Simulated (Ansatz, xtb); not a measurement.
C5H10N2O: 4 structures ranked

4 gas-phase structures of C5H10N2O, from a drawn sample of its isomers (lower ones may exist). Each was relaxed with GFN2-xTB; where two conformers were screened, the lower at r2SCAN-D4/def2-SVP is listed:

A. `CC/N=C/CC(N)=O`, a singlet
B. `[H]/N=C/C[C@@H](C)C(N)=O`, a singlet
C. `CO[C@@H]1C=NN(C)C1`, a singlet
D. `C=NCCC(=O)NC`, a singlet

Problem. Estimate their order in r2SCAN-D4/def2-SVP energy at these geometries, lowest first.

Solution. Calculated order at r2SCAN-D4/def2-SVP: B (0.0), A (4.2), D (13.3), C (50.7) kcal/mol.

Energies above the lowest of each column, in kcal/mol; the last columns are at PBE-D3(BJ)/def2-SVP geometries and were run for some of them only (a dash: not run or not comparable):

```tsv
structure	GFN2-xTB	HF/STO-3G	r2SCAN-D4/def2-SVP	PBE-D3(BJ)/def2-SVP	CCSD(T)/def2-SVP + ΔMP2/def2-TZVPP
B	5.9	12.8	0.0	0.0	0.0
A	0.0	10.8	4.2	2.6	5.2
D	4.9	15.4	13.3	12.0	14.7
C	13.6	0.0	50.7	–	–
```

CCSD(T)/def2-SVP + ΔMP2/def2-TZVPP puts B lowest of those it was run on; GFN2-xTB picks A, HF/STO-3G picks C. Some further structures that were screened fall inside this span and aren't listed. Flexible structures stand in one conformer each, not always the lowest. Frequencies (GFN2-xTB) were run for A, B, D alone. ΔMP2 is the change of the MP2 energy from the smaller to the larger basis.

Over these structures GFN2-xTB departs from r2SCAN-D4/def2-SVP by 13.1 kcal/mol on average once a common shift is removed. A GFN2-xTB relaxation took about 0.12 s and the r2SCAN-D4/def2-SVP energy about 2.1 s on a shared host (Ansatz 0.2.0, xtb 6.7.1).
